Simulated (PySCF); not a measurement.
## Solvent effects on NMR parameters

Molfile (atoms numbered from 1):
```
C6H9BS
     RDKit          3D

 17 17  0  0  0  0  0  0  0  0999 V2000
   -1.8134    1.7055   -0.2298 C   0  0  0  0  0  0  0  0  0  0  0  0
   -1.1885    0.2730   -0.0461 B   0  0  0  0  0  0  0  0  0  0  0  0
   -2.1285   -0.9910    0.0665 C   0  0  0  0  0  0  0  0  0  0  0  0
    0.3433    0.0639    0.0240 C   0  0  0  0  0  0  0  0  0  0  0  0
    1.0645   -1.1092    0.1949 C   0  0  0  0  0  0  0  0  0  0  0  0
    2.4667   -0.9300    0.2098 C   0  0  0  0  0  0  0  0  0  0  0  0
    2.8184    0.3926    0.0502 C   0  0  0  0  0  0  0  0  0  0  0  0
    1.4494    1.3941   -0.1169 S   0  0  0  0  0  0  0  0  0  0  0  0
   -1.1015    2.5355   -0.3504 H   0  0  0  0  0  0  0  0  0  0  0  0
   -2.4987    1.7034   -1.0955 H   0  0  0  0  0  0  0  0  0  0  0  0
   -2.4551    1.9262    0.6422 H   0  0  0  0  0  0  0  0  0  0  0  0
   -3.2002   -0.7453    0.0885 H   0  0  0  0  0  0  0  0  0  0  0  0
   -1.8918   -1.5900    0.9618 H   0  0  0  0  0  0  0  0  0  0  0  0
   -1.9544   -1.6594   -0.7953 H   0  0  0  0  0  0  0  0  0  0  0  0
    0.5770   -2.0795    0.3069 H   0  0  0  0  0  0  0  0  0  0  0  0
    3.1932   -1.7342    0.3330 H   0  0  0  0  0  0  0  0  0  0  0  0
    3.8232    0.8138    0.0238 H   0  0  0  0  0  0  0  0  0  0  0  0
  1  2  1  0
  2  3  1  0
  2  4  1  0
  4  5  2  0
  5  6  1  0
  6  7  2  0
  7  8  1  0
  8  4  1  0
  1  9  1  0
  1 10  1  0
  1 11  1  0
  3 12  1  0
  3 13  1  0
  3 14  1  0
  5 15  1  0
  6 16  1  0
  7 17  1  0
M  END
```

GIAO PBE0/pcSseg-1 in PySCF on one PBE0-D3(BJ)/def2-SVP conformer, non-relativistic, equivalent nuclei averaged. Solvents enter as an IEF-PCM continuum (benzene with ε = 2.3, chloroform with ε = 4.7) around the gas-phase geometry. Shifts are referred to TMS, BF3·OEt2, CS2 computed in the same medium.

Gas phase, δ in ppm: C4 155.2, C7 145.0, C5 143.2, C6 133.9, C1/C3 11.7, B2 68.4, S8 255.3, H15 7.87, H17 7.68, H16 7.35, H9/H10/H11/H12/H13/H14 1.15. Dipole moment 0.94 D.

Problem. How does each δ change in the continuum?

Solution. 
| atoms | environment | Δδ, benzene | Δδ, chloroform |
| --- | --- | --- | --- |
| C4 | substituted aromatic carbon next to the ring sulfur | +0.1 | +0.2 |
| C7 | aromatic CH next to the ring sulfur | +1.1 | +1.8 |
| C5 | aromatic CH | +1.1 | +1.9 |
| C6 | aromatic CH | +1.0 | +1.6 |
| C1/C3 | methyl carbon bonded to B | +0.3 | +0.4 |
| B2 | boron bonded to 3 C | +0.5 | +0.8 |
| S8 | aromatic ring sulfur | -3.6 | -5.5 |
| H15 | hydrogen on an aromatic CH | +0.09 | +0.16 |
| H17 | hydrogen on an aromatic CH next to the ring sulfur | +0.14 | +0.24 |
| H16 | hydrogen on an aromatic CH | +0.12 | +0.19 |
| H9/H10/H11/H12/H13/H14 | hydrogen on a methyl carbon bonded to B | +0.01 | +0.02 |

Changes are relative to the gas phase. The dipole moment becomes 1.08 D in benzene, 1.18 D in chloroform.

Problem. Which of the listed nuclei move most (in ppm), and what does the model miss?

Solution. S8 (aromatic ring sulfur, -5.5 ppm) in chloroform. A continuum only polarises the solute; specific hydrogen bonds, the anisotropy of aromatic solvents and changes of geometry or conformer are outside it.
